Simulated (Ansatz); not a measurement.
`FC(F)=C(F)C(F)F` + HBr → `FC(F)=C(F)Br` + `FCF`  (substitution at a C–C bond)

Computed with Ansatz on PBE0-D4/def2-TZVP structures; ΔE is electronic, products minus reactants. CCSD(T)/CBS adds triple-zeta CCSD(T) − MP2 to the extrapolated MP2 energy (def2 sets, frozen cores). This one scheme is used for every species. Functionals use def2-TZVPP. HSE06 is defined as in plane-wave codes. For Br outer-core shells are correlated without core-valence functions, which leaves a few kJ/mol of doubt a bond. Scalar relativity is left out up to krypton. Each species was taken in one conformer, which may not be the lowest.

`FC(F)=C(F)C(F)F`:

Z-matrix (Å, degrees):
```
C
F 1 1.355
C 1 1.485 2 110.2
F 1 1.355 2 106.9 3 -119.7
H 1 1.093 2 108.9 3 122.8
F 3 1.330 1 116.3 2 -58.9
C 3 1.325 1 123.9 2 121.1
F 7 1.302 3 124.3 1 -180.0
F 7 1.310 3 123.7 1 0.0
```

HBr:

```xyz
2

Br   -0.346    0.264   -0.561
H     0.346   -0.264    0.561
```

`FC(F)=C(F)Br`:

Cartesian coordinates in Å:
```
F 0.858 1.551 0.468
C 0.062 0.512 0.481
F -0.688 0.474 1.550
C 0.030 -0.393 -0.485
F 0.829 -0.275 -1.535
Br -1.092 -1.869 -0.478
```

`FCF`:

Z-matrix (Å, degrees):
```
C
F 1 1.351
F 1 1.351 2 108.6
H 1 1.093 2 108.8 3 118.2
H 1 1.094 2 108.8 3 -118.2
```

```
             level  ΔE (kcal/mol)
       LDA (SPW92)           11.7
        r2SCANh-D4           10.9
          HSE06-D4           10.1
          BHLYP-D4           10.9
           ωB97M-V           11.0
           r2SCANh           10.8
           LC-ωPBE           10.7
RPA@PBE/def2-TZVPP           10.1
```

Question: What does CCSD(T)/CBS give? (Estimate.)

Answer: The calculation gave: +10.4 kcal/mol. The listed levels differ from it by 1.3, 0.5, -0.3, 0.5, 0.6, 0.4, 0.3, -0.3 kcal/mol.

Question: What do rigid-rotor, harmonic-oscillator terms from PBE0-D4/def2-TZVP frequencies (298.15 K, 1 bar) make of the CCSD(T)/CBS value? (Best estimate.)

Answer: Computed: ΔZPE = +2.2 kcal/mol, ΔH = +12.1 kcal/mol, ΔS = 20 J/(mol·K), ΔG = +10.7 kcal/mol.

Largest T1 diagnostic among the species: 0.013.

Leaving LDA and LC-ωPBE aside and taking each functional with its dispersion term where it has one, the values, not all of them listed here, spread over 3.0 kcal/mol, from BLYP-D4 to B97M-V. LDA lies +2.8 kcal/mol from PBE without D4. From BLYP to BHLYP (50 % exact exchange), in def2-TZVPP and without D4, ΔE moves by +2.8 kcal/mol.

CCSD(T)/CBS has its own doubt, a few kJ/mol and more with outer-core shells, so smaller differences from it don't rank the levels.
